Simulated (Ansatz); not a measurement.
Breaking the Te1–Te2 bond in Te2 (multiplicity 3 held). Energies count from the point at 2.575 Å.


Restricted levels (R-, RO-) in cc, def2 and unpolarised 6-31G sets keep to the state of the molecule at rest. U- levels take the lowest unrestricted solution at each point, which mixes spins at long bonds. Levels need not reach the same state.

Codes used: Ansatz (Gaussian orbitals).  In def2 rows elements past Kr take small-core potentials, without spin–orbit coupling.

### Question
One of these levels gives 114.40 kcal/mol for the energy at R = 10.299 Å. Which?
A) RO-HF/def2-TZVPP
B) U-PBE/def2-TZVPP
C) RO-r2SCAN/def2-TZVPP
D) U-B3LYP/def2-TZVPP

### Answer
C, RO-r2SCAN/def2-TZVPP. The others give 132.80 (RO-HF/def2-TZVPP), 85.82 (U-PBE/def2-TZVPP), 75.02 (U-B3LYP/def2-TZVPP)

Doubts at one or more of the structures used: a restricted determinant that unrestricted orbitals would lower (RO-HF/def2-TZVPP, RO-r2SCAN/def2-TZVPP); a spin-contaminated determinant (U-PBE/def2-TZVPP, U-B3LYP/def2-TZVPP).

Ansatz is a quantum-chemistry and plane-wave program.
